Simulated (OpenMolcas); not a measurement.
**Levels of O3+ by method**

* Program: OpenMolcas
* Basis: ANO-RCC-VTZP [4s3p2d1f]
* Scalar Hamiltonian: DKH2, point nucleus
* Active space: 3 electrons in 4 orbitals (2s 2p)
* State averaging: 2S+1 = 4 odd, 1 root; 2S+1 = 2 odd, 11 roots; 2S+1 = 4 even, 3 roots; 2S+1 = 2 even, 9 roots
* Spin-orbit coupling: RASSI with atomic mean-field integrals over the reference wave functions, term energies averaged over their components

Methods on the same reference wave functions:
A. CASSCF
B. SS-CASPT2, IPEA 0.25 Eh, imaginary shift 0.1 Eh (closed shells correlated: 1s)
C. MS-CASPT2, IPEA 0.25 Eh, imaginary shift 0.1 Eh (closed shells correlated: 1s)
D. XMS-CASPT2, IPEA 0.25 Eh, imaginary shift 0.1 Eh (closed shells correlated: 1s)

Energies in cm-1 above 2s2 2p 2P* 1/2, the measured ground level; measured values from Moore, Selected Tables of Atomic Spectra, NSRDS-NBS 3, section 10.

```tsv
Level	A	B	C	D	Measured
2s2 2p 2P* 1/2	0.0	0.0	0.0	0.0	0.0
2s2 2p 2P* 3/2	359	359	360	360	386
2s 2p2 4P 1/2	65509	70020	70040	71260	71440
2s 2p2 4P 3/2	65640	70150	70180	71390	71570
2s 2p2 4P 5/2	65857	70370	70390	71610	71756
2s 2p2 2D 3/2	132699	127640	127660	128040	126950
2s 2p2 2D 5/2	132700	127640	127660	128040	126936
2s 2p2 2S 1/2	169166	165800	165820	166980	164366
2s 2p2 2P 1/2	191593	183040	183070	183500	180481
2s 2p2 2P 3/2	191845	183290	183320	183750	180724
2p3 4S* 3/2	228880	231040	231060	232470	231538
2p3 2D* 3/2	265357	256870	256890	257030	255185
2p3 2D* 5/2	265359	256870	256900	257040	255156
2p3 2P* 1/2	301631	291720	291760	292290	289015
2p3 2P* 3/2	301649	291730	291780	292300	289024
```

Deviations, from unrounded energies. A percentage is the sum of absolute deviations over the sum of measured energies, with the sign that they share, or ± where signs differ.

| Against measurement | Levels | A | B | C | D |
| --- | --- | --- | --- | --- | --- |
| mean absolute deviation (cm-1) | 14 | 7500 | 1500 | 1500 | 1600 |
| fine structure of the ground term (%) | 1 | -6.9 | -6.9 | -6.6 | -6.7 |
| other configurations (%) | 13 | ±4.5 | ±0.9 | ±0.9 | ±1.0 |

B, C, D lie about equally close to measurement and A furthest from it. The largest miss of B in the table is 2p3 2P* 3/2, by +2700 cm-1. The ranking rests on the paired levels alone, and a cruder setting can come out closer through cancelling errors.

Among B to D the level of the table that moves most is 2p3 4S* 3/2, by 1400 cm-1 (lowest in B, highest in D). Moves below CASPT2's spread within the term are not significant.

The mean deviations of B to D differ by less than CASPT2's widest spread within a term (770 cm-1), so their order carries little weight.

The lowest spin-free term lies below A's lowest term by 0.040 hartree in B, 0.040 hartree in C, 0.046 hartree in D.

Term energies are means over components that CASPT2 splits; among the terms shown or strongly mixed into the levels shown the widest spread is 770 cm-1 (2p3 2D*, D). Computed and measured levels are paired by configuration, term and J; levels that our copy of the source lacks, or whose pairing is in doubt (as where it misses far off the trend of its configuration), stay unpaired and out of the deviations. Levels of configurations outside the active space are missing.

* marks odd parity.
